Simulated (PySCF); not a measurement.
Order these species by their calculated properties.

Each SMILES stands for a single optimised conformer of the isolated species, non-relativistic unless stated. Electronic properties by PySCF.

The conformers computed, where there is a choice (atom-mapped SMILES and torsion angles):
- `[F:1][CH:2]([F:3])/[CH:4]=[CH:5]/[SiH2:6][NH:7][SiH3:8]`: F1–C2–C4–C5 126°, C4–C5–Si6–N7 -148°, C5–Si6–N7–Si8 -177°
- `[CH2:1]=[CH:2][P@H:3](=[S:4])[CH:5]([CH3:6])[CH3:7]`: C1–C2–P3–S4 5°, C2–P3–C5–C6 -167°
- `[CH3:1][CH2:2][CH:3]([C:4]#[O+:5])[CH2:6][CH3:7]`: C1–C2–C3–C4 -69°, C2–C3–C6–C7 -172°
- `[CH2:1]=[CH:2][CH2:3][PH:4][CH2:5][S:6][CH3:7]`: C1–C2–C3–P4 15°, C2–C3–P4–C5 75°, C3–P4–C5–S6 164°, P4–C5–S6–C7 65°
- `[OH:1][C@:2]12[CH:3]=[CH:4][C@H:5]1[CH:6]=[CH:7]2`: H–O1–C2–C3 -74°
- `[CH2:1]=[CH:2][P@@H:3](=[S:4])[CH2:5][CH2:6][CH3:7]`: C1–C2–P3–S4 -1°, C2–P3–C5–C6 -91°, P3–C5–C6–C7 64°
- `[CH:1]#[C:2][C@@H:3]1[SiH2:4][O:5][Si@@H:6]1[O:7][SiH3:8]`: O5–Si6–O7–Si8 -55°
- `[CH2:1]=[CH:2][n:3]1[n:4][cH:5][c:6]([C:7]#[N:8])[n:9]1`: C1–C2–N3–N4 0°

(1) Rank by smallest rotational constant, lowest first (GFN2-xTB).
A. `O[C@]12C=C[C@H]1C=C2`
B. `C=C[P@@H](=S)CCC`
C. `CCC(C#[O+])CC`
D. `P#Cc1ccc(Cl)cc1`
E. `C=C[P@@H](C(C)C)=S`
F. `C=CCPCSC`
G. `FC(F)/C=C/[SiH2]N[SiH3]`

(2) By how much do the two ends of that ranking differ?

(3) Rank by lowest singlet excitation, lowest first (TDDFT CAM-B3LYP/def2-SVPD at GFN2-xTB geometries).
A. `P#Cc1ccc(Cl)cc1`
B. `C#Cc1nn[nH]c1C`
C. `C#Cc1cnnn1C`
D. `FC(F)/C=C/[SiH2]N[SiH3]`
E. `C=C[P@H](=S)C(C)C`

(4) Rank by lowest triplet excitation (Tamm–Dancoff), highest first (TDA CAM-B3LYP/def2-SVPD at GFN2-xTB geometries).
A. `C#Cc1cnnn1C`
B. `c1(ccc(Cl)cc1)C#P`
C. `O[C@]12C=C[C@H]1C=C2`
D. `C#Cc1nn[nH]c1C`
E. `FC(F)/C=C/[SiH2]N[SiH3]`
F. `C#C[C@@H]1[SiH2]O[Si@@H]1O[SiH3]`
G. `C=Cn1ncc(C#N)n1`

(5) Rank by HOMO energy, lowest first (CAM-B3LYP/def2-SVPD at GFN2-xTB geometries).
A. `P#Cc1ccc(Cl)cc1`
B. `O[C@]12C=C[C@H]1C=C2`
C. `C=Cn1ncc(C#N)n1`
D. `c1(C#C)c([nH]nn1)C`
E. `C#CC1=CN=NN1C`

(6) Rank by HOMO–LUMO gap, lowest first (CAM-B3LYP/def2-SVPD at GFN2-xTB geometries).
A. `P#CC1=CC=C(Cl)C=C1`
B. `C#Cc1cnnn1C`
C. `FC(F)/C=C/[SiH2]N[SiH3]`
D. `C=CN1N=CC(C#N)=N1`
E. `n1[nH]c(C)c(n1)C#C`
F. `C=C[P@H](=S)C(C)C`

(7) Rank by dipole moment, highest first (CAM-B3LYP/def2-SVPD at GFN2-xTB geometries).
A. `C#C[C@@H]1[SiH2]O[Si@@H]1O[SiH3]`
B. `P#CC1=CC=C(Cl)C=C1`
C. `O[C@]12C=C[C@H]1C=C2`
D. `[SiH2](/C=C/C(F)F)N[SiH3]`
E. `C#Cc1nn[nH]c1C`
F. `C#CC1=CN=NN1C`

(8) By how much do the two ends of that ranking differ?

## Answers

(1) G (0.365 GHz), D (0.436 GHz), F (0.809 GHz), E (1.104 GHz), B (1.170 GHz), C (1.330 GHz), A (2.532 GHz).

(2) By 2.167 GHz, between `O[C@]12C=C[C@H]1C=C2` and `FC(F)/C=C/[SiH2]N[SiH3]`.

(3) A (3.88 eV), E (5.16 eV), C (5.29 eV), B (5.72 eV), D (6.02 eV).

(4) F (5.28 eV), E (4.31 eV), D (4.15 eV), A (3.82 eV), C (3.70 eV), G (3.54 eV), B (2.58 eV).

(5) C (-8.94 eV), E (-8.53 eV), B (-8.33 eV), D (-8.21 eV), A (-7.85 eV).

(6) A (6.71 eV), D (7.97 eV), F (8.10 eV), B (8.48 eV), E (8.83 eV), C (8.95 eV).

(7) E (5.16 D), F (4.45 D), D (2.53 D), C (1.62 D), A (1.04 D), B (0.16 D).

(8) By 5.00 D, between `C#Cc1nn[nH]c1C` and `P#Cc1ccc(Cl)cc1`.
